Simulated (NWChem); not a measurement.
Species: CH₄F₂OSn; SMILES C[O][SnH]([F])[F]

```xyz
9

Sn     0.0010     0.3770    -0.2991
F      1.4643     0.9006     0.8409
F     -1.5424     0.7806     0.7828
O      0.0694    -1.5632    -0.5137
C      0.0153    -2.4346     0.5927
H      0.0027     1.2179    -1.7663
H      0.0016    -3.4662     0.2067
H      0.8951    -2.3304     1.2524
H     -0.8938    -2.2882     1.2028
```
Atoms are numbered in this order, from 1.

Results from NWChem. Structure relaxed at the PBE0/def2-SVP (def2 core potentials past Kr) level. No frequency run checked for a minimum.

Task: What does the run give for PBE0/3-21G, non-relativistic? Quantities: highest occupied level (eV); orbital gap (eV); dipole (D).

Result: 
```json
{
  "highest occupied level (eV)": "-7.73",
  "orbital gap (eV)": "6.87",
  "dipole (D)": "1.46"
}
```
